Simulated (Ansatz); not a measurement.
BrGaH2 (SMILES [GaH2][Br]) moved off its minimum; all values from Ansatz (an electronic-structure program), cores frozen in correlated methods.
(charge 0, multiplicity 1)
```xyz
4

Ga    -0.68053    -1.02323     0.15856
H     -0.05582    -1.88480     1.26704
H     -1.92505    -1.06714    -0.68103
Br     0.68189     0.99076    -0.14750
```

Give the forces (eV/Å), the total energy and the dipole at CCSD(T)/aug-cc-pVTZ.


```csv
atom,Fx,Fy,Fz
Ga1,1.433,1.455,0.279
H2,0.115,-0.431,0.303
H3,-0.899,-0.114,-0.646
Br4,-0.649,-0.910,0.064
```
Energy -4497.2411 hartree, dipole 3.00 D.
